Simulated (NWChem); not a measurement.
BH₂S₂F; SMILES FB(S)S

```xyz
6

B      0.0000     0.0000    -0.3631
F      0.0000     0.0000    -1.6903
S      1.6304     0.0000     0.4256
H      1.2045     0.0000     1.7042
S     -1.6304     0.0000     0.4256
H     -1.2045     0.0000     1.7042
```
Atoms are numbered in this order, from 1.

All runs: NWChem. Geometry: optimised at PBE0/def2-SVP.

Q: Predict the results for PBE0/STO-3G. Quantities: highest occupied level (eV); orbital gap (eV); dipole (D).

A: 
- highest occupied level (eV): -4.10
- orbital gap (eV): 8.03
- dipole (D): 1.48
